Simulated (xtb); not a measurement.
CH₅O (SMILES C[OH2+]), charge +1, singlet, from a rough starting geometry; GFN2-xTB (xtb 6.7.1).

The xtb input:
```
$ xtb mol.xyz --gfn 2 --chrg 1 --opt vtight --json

# file mol.xyz
7

C     -0.64250947     0.11036243    -0.07023965
O      0.83150508    -0.14227179    -0.24340409
H     -1.11582806    -0.57860316    -0.62884551
H     -0.78129451     1.08315455    -0.33482461
H     -0.82912412    -0.00568959     1.02033355
H      1.12284158    -1.05366717    -0.02520937
H      1.35998861     0.56126714     0.23035739
```

What the program printed (banner, timings and long lists left out):

```
   ID    Z sym.   atoms
    1    6 C      1
    2    8 O      2
    3    1 H      3-7

           -------------------------------------------------
          |                Calculation Setup                |
           -------------------------------------------------

           -------------------------------------------------
          |                 G F N 2 - x T B                 |
           -------------------------------------------------

          ...................................................
          :                      SETUP                      :
          :.................................................:
          :  # basis functions                  13          :
          :  # atomic orbitals                  13          :
          :  # shells                            9          :
          :  # electrons                        14          :
          :  max. iterations                   250          :
          :  Hamiltonian                  GFN2-xTB          :
          :  restarted?                      false          :
          :  GBSA solvation                  false          :
          :  PC potential                    false          :
          :  electronic temp.          300.0000000     K    :
          :  accuracy                    1.0000000          :
          :  -> integral cutoff          0.2500000E+02      :
          :  -> integral neglect         0.1000000E-07      :
          :  -> SCF convergence          0.1000000E-05 Eh   :
          :  -> wf. convergence          0.1000000E-03 e    :
          :  Broyden damping             0.4000000          :
          :  net charge                          1          :
          :  unpaired electrons                  0          :
          ...................................................

 iter      E             dE          RMSdq      gap      omega  full diag
   1     -8.3400038 -0.834000E+01  0.433E+00    9.69       0.0  T
   2     -8.3486083 -0.860446E-02  0.291E+00    9.59       1.0  T
   3     -8.3496014 -0.993142E-03  0.470E-01    9.21       1.0  T
   4     -8.3496588 -0.574224E-04  0.168E-01    9.20       1.0  T
   5     -8.3496695 -0.106389E-04  0.364E-02    9.25       1.0  T
   6     -8.3496699 -0.405714E-06  0.709E-03    9.25       5.3  T
   7     -8.3496699 -0.212969E-07  0.245E-03    9.25      15.4  T
   8     -8.3496699 -0.203358E-07  0.414E-04    9.25      91.3  T
   9     -8.3496699 -0.543832E-10  0.969E-05    9.25     390.0  T

   *** convergence criteria satisfied after 9 iterations ***

         :::::::::::::::::::::::::::::::::::::::::::::::::::::
         ::                     SUMMARY                     ::
         :::::::::::::::::::::::::::::::::::::::::::::::::::::
         :: total energy              -8.245359196923 Eh    ::
         :: gradient norm              0.131118408040 Eh/a0 ::
         :: HOMO-LUMO gap              9.251784286267 eV    ::
         ::.................................................::
         :: SCC energy                -8.349669867803 Eh    ::
         :: -> isotropic ES            0.126007172438 Eh    ::
         :: -> anisotropic ES         -0.004514387108 Eh    ::
         :: -> anisotropic XC          0.004341997695 Eh    ::
         :: -> dispersion             -0.000988798839 Eh    ::
         :: repulsion energy           0.104310670880 Eh    ::
         :: add. restraining           0.000000000000 Eh    ::
         :: total charge               1.000000000000 e     ::
         :::::::::::::::::::::::::::::::::::::::::::::::::::::

      -----------------------------------------------------------
     |                   =====================                   |
     |                        A N C O P T                        |
     |                   =====================                   |
     |               Approximate Normal Coordinate               |
     |                Rational Function Optimizer                |
[...]
 * total energy  :    -8.2453592 Eh     change       -0.4506617E-11 Eh
 * total energy  :    -8.2552267 Eh     change       -0.9867471E-02 Eh
 * total energy  :    -8.2564471 Eh     change       -0.1220422E-02 Eh
 * total energy  :    -8.2566238 Eh     change       -0.1766997E-03 Eh
 * total energy  :    -8.2566592 Eh     change       -0.3539543E-04 Eh
 * total energy  :    -8.2566666 Eh     change       -0.7458769E-05 Eh
 * total energy  :    -8.2566671 Eh     change       -0.4784528E-06 Eh
 * total energy  :    -8.2566673 Eh     change       -0.1927735E-06 Eh
 * total energy  :    -8.2566675 Eh     change       -0.1555535E-06 Eh
 * total energy  :    -8.2566675 Eh     change       -0.3209974E-07 Eh
   *** GEOMETRY OPTIMIZATION CONVERGED AFTER 10 ITERATIONS ***
         :: total energy              -8.256667503357 Eh    ::
[...]
         :: total charge               1.000000000000 e     ::
         :::::::::::::::::::::::::::::::::::::::::::::::::::::

           -------------------------------------------------
          |                Property Printout                |
           -------------------------------------------------

    * Orbital Energies and Occupations

         #    Occupation            Energy/Eh            Energy/eV
      -------------------------------------------------------------
         1        2.0000           -1.0124497             -27.5502
         2        2.0000           -0.9149368             -24.8967
         3        2.0000           -0.9014230             -24.5290
         4        2.0000           -0.8423923             -22.9227
         5        2.0000           -0.7910872             -21.5266
         6        2.0000           -0.7083633             -19.2755
         7        2.0000           -0.7007884             -19.0694 (HOMO)
         8                         -0.3202072              -8.7133 (LUMO)
         9                         -0.1761730              -4.7939
        10                         -0.0876766              -2.3858
        11                         -0.0623010              -1.6953
        12                         -0.0048136              -0.1310
        13                          0.0108578               0.2955
      -------------------------------------------------------------
                  HL-Gap            0.3805813 Eh           10.3561 eV
             Fermi-level           -0.5104978 Eh          -13.8914 eV

     #   Z          covCN         q      C6AA      α(0)
     1   6 C        3.617    -0.043    21.845     6.742
     2   8 O        2.448    -0.195    17.229     5.606
     3   1 H        0.925     0.149     1.401     1.851
     4   1 H        0.925     0.149     1.401     1.851
     5   1 H        0.925     0.126     1.564     1.956
     6   1 H        0.803     0.408     0.471     1.078
     7   1 H        0.803     0.408     0.471     1.078

 Mol. C6AA /au·bohr⁶  :        189.705036
 Mol. C8AA /au·bohr⁸  :       3717.230964
 Mol. α(0) /au        :         20.162337

Wiberg/Mayer (AO) data.
largest (>0.10) Wiberg bond orders for each atom

 ---------------------------------------------------------------------------
     #   Z sym  total        # sym  WBO       # sym  WBO       # sym  WBO
 ---------------------------------------------------------------------------
     1   6 C    3.789 --     5 H    0.975     4 H    0.967     3 H    0.967
                             2 O    0.877
     2   8 O    2.532 --     1 C    0.877     7 H    0.822     6 H    0.822
     3   1 H    0.978 --     1 C    0.967
     4   1 H    0.978 --     1 C    0.967
     5   1 H    0.984 --     1 C    0.975
     6   1 H    0.834 --     2 O    0.822
     7   1 H    0.834 --     2 O    0.822
 ---------------------------------------------------------------------------

Topologies differ in total number of bonds
Writing topology from bond orders to xtbtopo.mol

molecular dipole:
                 x           y           z       tot (Debye)
 q only:        0.894      -0.213       0.230
   full:        1.103      -0.281       0.410       3.075
molecular quadrupole (traceless):
                xx          xy          yy          xz          yz          zz
 q only:        3.531      -0.916      -0.243       1.129       0.261      -3.288
  q+dip:        2.403      -0.654       0.751       1.943       0.255      -3.154
   full:        3.172      -0.843       0.407       1.817       0.287      -3.579

optimized geometry written to: xtbopt.xyz

           -------------------------------------------------
          | TOTAL ENERGY               -8.256667503357 Eh   |
          | GRADIENT NORM               0.000050577633 Eh/α |
          | HOMO-LUMO GAP              10.356143337199 eV   |
           -------------------------------------------------

normal termination of xtb
```
